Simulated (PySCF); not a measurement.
# Nuclear quadrupole coupling in `CCC1C(=O)C=CC1=O`

Compound: C₇H₈O₂.
SMILES with atom numbers: `[CH3:1][CH2:2][CH:3]1[C:4](=[O:5])[CH:6]=[CH:7][C:8]1=[O:9]` (hydrogens: H10, H11, H12 on C1; H13, H14 on C2; H15 on C3; H16 on C6; H17 on C7)

Cartesian coordinates in Å at the GFN2-xTB level; atoms count from 1:
```xyz
17
C7H8O2 angstrom
C     -2.347   -0.137    0.104
C     -1.071    0.686    0.198
C      0.089    0.040   -0.585
C      0.617   -1.204    0.108
O      0.028   -2.238    0.290
C      2.008   -0.905    0.527
C      2.385    0.305    0.108
C      1.289    0.974   -0.632
O      1.334    2.056   -1.155
H     -2.694   -0.188   -0.925
H     -2.175   -1.148    0.462
H     -3.129    0.316    0.709
H     -0.774    0.795    1.245
H     -1.237    1.686   -0.210
H     -0.264   -0.191   -1.594
H      2.595   -1.616    1.083
H      3.340    0.781    0.256
```

Field gradients from the PBE0/pcSseg-1 density (PySCF, non-relativistic), principal values in atomic units, ordered |Vxx| ≤ |Vyy| ≤ |Vzz|:

| atom | Vxx | Vyy | Vzz |
| --- | --- | --- | --- |
| O5 | 0.5059 | 1.4933 | -1.9991 |
| O9 | 0.4915 | 1.4834 | -1.9749 |

**Question.** Find the asymmetry η = (Vxx − Vyy)/Vzz and the couplings χ = eQV/h (234.96 MHz × Q in barn × V in au), with Q(17O) = −0.0256 b.

**Answer.** 
```csv
atom,environment,nucleus,η,χzz (MHz),χxx (MHz),χyy (MHz)
O5,ketone oxygen,17O,0.49,12.02,-3.04,-8.98
O9,ketone oxygen,17O,0.50,11.88,-2.96,-8.92
```

The tensor is traceless: Vxx + Vyy + Vzz = 0.

**Question.** What is Vzz at O5 in SI units (1 au = 9.71736 × 10²¹ V/m²)?

**Answer.** -1.9991 au = -19.426 × 10²¹ V/m².

Were the hydrogens deuterons (Q(2H) = 0.00286 b), χzz would run from 201 kHz (H14, H13 and H15) to 223 kHz (H16 and H17).

Isolated species at its GFN2-xTB geometry (one conformer only). GFN2-xTB bond lengths can be off by several hundredths of an ångström, more for odd bonds, and the gradients follow them. A larger basis could move these couplings by a tenth or more.
